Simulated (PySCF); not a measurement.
Computed IR spectrum (relative IR intensity) of a molecule CH₆ClNOSi₂. Geometry: PBE-D3(BJ)/def2-SVP. One conformer was computed; it need not be the lowest. These are PBE-D3(BJ)/def2-SVP run with PySCF values and carry that method's errors. Frequencies are harmonic and unscaled.

Lines under 2 % of the strongest are left out, and lines within 2 cm⁻¹ are merged.

| ν (cm⁻¹) | relative intensity |
|---|---|
| 160 | 8.1 |
| 190 | 10.0 |
| 231 | 14 |
| 271 | 40 |
| 362 | 34 |
| 382 | 23 |
| 429 | 6.3 |
| 548 | 100 |
| 632 | 16 |
| 678 | 12 |
| 720 | 45 |
| 756 | 28 |
| 786 | 70 |
| 811 | 96 |
| 896 | 27 |
| 965 | 78 |
| 1046 | 13 |
| 1118 | 11 |
| 1282 | 13 |
| 1425 | 2.3 |
| 2104 | 92 |
| 2119 | 81 |
| 2923 | 31 |
| 2973 | 13 |
| 3509 | 7.7 |
| 3758 | 58 |

**Question.** Identify the compound among the candidates.
A) Cl[Si@H]1CO[SiH2]N1
B) N[Si@]1(Cl)CO[SiH2]1
C) O[Si@@]1(Cl)NC[SiH2]1
D) O[Si@@]1(Cl)CN[SiH2]1

**Answer.** D, O[Si@@]1(Cl)CN[SiH2]1
